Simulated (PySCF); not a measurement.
## Polarisability and C₆ of Ag²⁺ (silver, charge +2)

[Kr] 4d9, 2D determinant. Computed with PySCF 2.14 in aug-cc-pwCVTZ-PP with ECP28MDF (8s8p7d4f3g, 122 functions), with scalar relativity through the core potential. Coupled (time-dependent) response in atomic units; α is the mean over directions.

| method | mean α (bohr³) | α xx, yy, zz | C₆ (like pair) | S(−4) |
| --- | --- | --- | --- | --- |
| UHF | 5.438 | 5.305, 5.305, 5.705 | 27.62 | 5.967 |
| PBE | 6.250 | 6.114, 6.114, 6.522 | 32.43 | 9.303 |

S(−4) is the Cauchy moment in α(ω) = α(0) + S(−4) ω² + …

Spin-orbit coupling is absent.

α(iu) at PBE:

```json
{"u (hartree)": "0", "α(iu) (bohr³)": "6.250"}
{"u (hartree)": "0.0500", "α(iu) (bohr³)": "6.227"}
{"u (hartree)": "0.100", "α(iu) (bohr³)": "6.160"}
{"u (hartree)": "0.200", "α(iu) (bohr³)": "5.915"}
{"u (hartree)": "0.300", "α(iu) (bohr³)": "5.575"}
{"u (hartree)": "0.500", "α(iu) (bohr³)": "4.827"}
{"u (hartree)": "0.750", "α(iu) (bohr³)": "3.996"}
{"u (hartree)": "1.00", "α(iu) (bohr³)": "3.330"}
{"u (hartree)": "1.50", "α(iu) (bohr³)": "2.376"}
{"u (hartree)": "2.00", "α(iu) (bohr³)": "1.756"}
{"u (hartree)": "3.00", "α(iu) (bohr³)": "1.049"}
{"u (hartree)": "5.00", "α(iu) (bohr³)": "0.4792"}
```

A single London oscillator, α(iu) = α/(1 + u²/ω²), gives C₆ = (3/4) ω α². Matching the computed C₆ needs ω = 4 × 32.43 / (3 × 6.250²) = 1.11 hartree.

For an ion, C₆ is the dispersion term alone; charge-induced terms of lower order in 1/R come first.

The components differ because the open shell of this determinant is not spherical; for a pure term their mean is the scalar polarisability.

Energies and moments cover only the electrons outside the core potential.
